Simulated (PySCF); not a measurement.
Species: C8H7O (doublet state).
Numbering: `[CH:1]#[C:2][C:3]#[C:4][CH2:5][C@@H:6]([O:7])[CH:8]=[CH2:9]` (hydrogens: H10 on C1; H11, H12 on C5; H13 on C6; H14 on C8; H15, H16 on C9)

Cartesian coordinates in Å at the GFN2-xTB level; atoms count from 1:
```xyz
16
C8H7O angstrom
C      3.505    0.483    2.365
C      2.555    0.014    1.786
C      1.489   -0.501    1.132
C      0.538   -1.016    0.582
C     -0.579   -1.540   -0.108
C     -1.200   -0.440   -1.177
O     -2.094   -1.065   -1.875
C     -1.678    0.708   -0.328
C     -0.932    1.762   -0.049
H      4.329    0.888    2.871
H     -0.319   -2.407   -0.715
H     -1.406   -1.781    0.560
H     -0.294   -0.152   -1.760
H     -2.702    0.626    0.008
H      0.088    1.839   -0.392
H     -1.308    2.592    0.524
```

Level of theory: PySCF, UKS B3LYP, pcH-1 on C H O, non-relativistic, mean-field spin-orbit, GIAO. The structure is a single GFN2-xTB conformer in the gas phase; no vibrational or solvent corrections. The geometry wasn't refined by DFT: couplings that depend on bond lengths, twists or pyramidal angles can differ widely from those at the functional's own minimum.

Output of the driver script. Atoms in this output count from 0.

```
UKS, coarse grid
  cycle   1  E = -383.84126402  |g| = 6.91e-01
  cycle   2  E = -378.11720340  |g| = 2.57e+00
  cycle   3  E = -383.92210345  |g| = 4.43e-01
  cycle   4  E = -383.98624074  |g| = 4.01e-01
  cycle   5  E = -384.06285969  |g| = 2.10e-01
  cycle   6  E = -384.07595168  |g| = 1.26e-01
  cycle   7  E = -384.08315609  |g| = 6.62e-02
  cycle   8  E = -384.08527159  |g| = 2.57e-02
  cycle   9  E = -384.08551881  |g| = 1.41e-02
  cycle  10  E = -384.08561562  |g| = 4.74e-03
  cycle  11  E = -384.08562646  |g| = 1.76e-03
  cycle  12  E = -384.08562909  |g| = 5.32e-04
UKS, final grid
  cycle   1  E = -384.08561346  |g| = 6.41e-04
  cycle   2  E = -384.08561352  |g| = 1.09e-03
  cycle   3  E = -384.08561413  |g| = 2.43e-04
  cycle   4  E = -384.08561432  |g| = 2.00e-04
  cycle   5  E = -384.08561496  |g| = 1.81e-04
  cycle   6  E = -384.08561516  |g| = 1.37e-04
  cycle   7  E = -384.08561550  |g| = 1.05e-04
  cycle   8  E = -384.08561581  |g| = 9.41e-05
  cycle   9  E = -384.08561588  |g| = 4.64e-05
  cycle  10  E = -384.08561589  |g| = 2.34e-05
  cycle  11  E = -384.08561589  |g| = 1.08e-05
E = -384.08561589 Eh   <S^2> = 0.7584 (exact 0.7500)
g shifts (ppm)      1          2          3
  rmc          -274       -274       -274
  gc            -14         24         55
  oz_so          16       5136      41702
  total        -273       4886      41483
hyperfine (MHz)  atom isotope    a_iso     a_fc   dipolar eigenvalues
    0   13C       5.25       5.25     -5.20     -3.29      8.49
    1   13C      -8.46      -8.46     -3.01     -0.12      3.13
    2   13C       9.63       9.63     -7.36     -5.79     13.16
    3   13C      -4.09      -4.09     -7.49     -0.58      8.08
    4   13C     133.14     133.14    -18.49    -18.18     36.66
    5   13C     -45.01     -45.01     -5.83      0.07      5.75
    6   17O     -43.45     -43.45   -227.16    112.90    114.27
    7   13C       7.15       7.15     -2.90     -1.58      4.48
    8   13C       4.70       4.70     -1.85     -0.26      2.11
    9    1H      -4.87      -4.87     -2.31     -0.49      2.80
   10    1H     -16.26     -16.26     -9.46     -2.53     11.99
   11    1H     -13.12     -13.12     -8.86     -2.57     11.42
   12    1H      93.01      93.01     -5.86     -3.92      9.78
   13    1H      -2.08      -2.08     -3.37     -2.55      5.93
   14    1H       4.91       4.91     -2.18     -0.51      2.68
   15    1H       8.18       8.18     -1.16     -0.59      1.75
```

**Question.** The run flagged its g tensor. What set off the flag, and which results does it touch?

**Answer.** The largest g shift is +0.041, past the limit of 0.03 at which the run flags a species of elements up to argon. The orbital-Zeeman/spin–orbit term is second order, a sum of spin–orbit matrix elements over excitation energies, so it grows and becomes less reliable as an excited state comes close; a shift of this size calls for a check with another method. The contact and dipolar couplings don't rest on that expansion, but they belong to the state that the SCF found, and a close-lying state with the spin in another orbital would have other couplings; no stability test was run.

The run took 3.8 min wall (grids of density and orbitals included) on one thread, Intel Xeon at 2.50 GHz (x86_64) (shared host), and the process peaked at 0.97 GiB of memory.
